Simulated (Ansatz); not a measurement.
Reaction (redistribution): `[CH3][Ge]([F])([F])[F]` + `O=C=NBCl` → `O=C=[N][Ge]([F])([F])[F]` + `CBCl`

Gas-phase electronic energies from Ansatz, PBE0-D4/def2-TZVP geometries. CCSD(T)/CBS adds triple-zeta CCSD(T) − MP2 to the extrapolated MP2 energy (def2 sets, frozen cores). Functionals use def2-TZVPP. HSE06 is defined as in plane-wave codes. For Ge outer-core shells are correlated without core-valence functions, which leaves a few kJ/mol of doubt a bond. Scalar relativity is left out up to krypton. One conformer a species, not always the lowest.

`[CH3][Ge]([F])([F])[F]`:

Z-matrix (Å, degrees):
```
C
Ge 1 1.911
H 1 1.089 2 109.2
H 1 1.089 2 109.2 3 120.0
H 1 1.089 2 109.2 3 -120.0
F 2 1.714 1 113.3 3 179.6
F 2 1.714 1 113.3 3 -60.4
F 2 1.714 1 113.3 3 59.6
```

`O=C=NBCl`:

```xyz
6

O     1.329   -2.060    0.950
C     0.904   -1.092    0.477
N     0.551   -0.065   -0.037
B    -0.457    0.844   -0.401
Cl   -2.133    0.529   -0.004
H    -0.193    1.843   -0.986
```

`O=C=[N][Ge]([F])([F])[F]`:

Cartesian coordinates in Å:
```
O -0.443 -1.886 -2.220
C -0.546 -1.098 -1.381
N -0.744 -0.267 -0.526
Ge 0.200 0.588 0.711
F -0.822 1.641 1.558
F 1.456 1.507 0.028
F 0.898 -0.484 1.830
```

`CBCl`:

Z-matrix (Å, degrees):
```
C
B 1 1.548
H 1 1.097 2 109.5
H 1 1.090 2 114.9 3 123.3
H 1 1.097 2 108.9 3 -114.1
Cl 2 1.750 1 121.7 3 -125.1
H 2 1.194 1 122.7 3 55.2
```

```tsv
level	ΔE (kJ/mol)	difference from CCSD(T)/CBS
PBE-D4	85.0	9.1
PBE0-D4	78.8	2.9
B2PLYP	78.0	2.1
PBE	85.6	9.7
HSE06	79.3	3.4
CCSD/def2-SVP	73.0	-2.9
CCSD(T)/def2-SVP	74.1	-1.8
HF/def2-TZVPP	61.7	-14.2
MP2/def2-QZVPP	75.8	-0.1
SCS-MP2/def2-QZVPP	72.4	-3.5
CCSD(T)/CBS	75.9	0
```

Largest T1 diagnostic among the species: 0.016.

From r2SCAN to r2SCAN0 (25 % exact exchange), in def2-TZVPP and without D4, ΔE moves by −3.3 kJ/mol. In def2-TZVPP, CCSD(T) changes the Hartree–Fock value by +7.8 kJ/mol (the triples alone add +1.6 kJ/mol) and MP2 by +10.7 kJ/mol.
